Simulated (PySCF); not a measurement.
Te(OMe)(NH2) (CH5NOTe), SMILES CO[Te]N.

Geometry: B3LYP-D3(BJ)/def2-SVP. This is a generated structure with no PubChem entry under its InChIKey; it may be hypothetical. The def2 effective core potentials stand for the cores of Te; spin–orbit coupling is left out. Other conformers were not sampled.

All values below come from PBE/def2-TZVP (PySCF).

Isolated molecule, no solvent.

Computed frontier levels, gap, dipole moment and polarisability:
The highest occupied level is -5.02 eV and the lowest empty level is -2.09 eV. The orbital gap is 2.93 eV and the dipole moment is 1.56 D. The quadrupole, principal values (traceless, Buckingham form, about the centre of nuclear charge) is -6.83, 0.46, 6.37 D·Å. The mean static polarisability comes out as 63.9 bohr³ (9.48 Å³) and the polarisability, principal values is 49.4, 62.9, 79.5 bohr³.
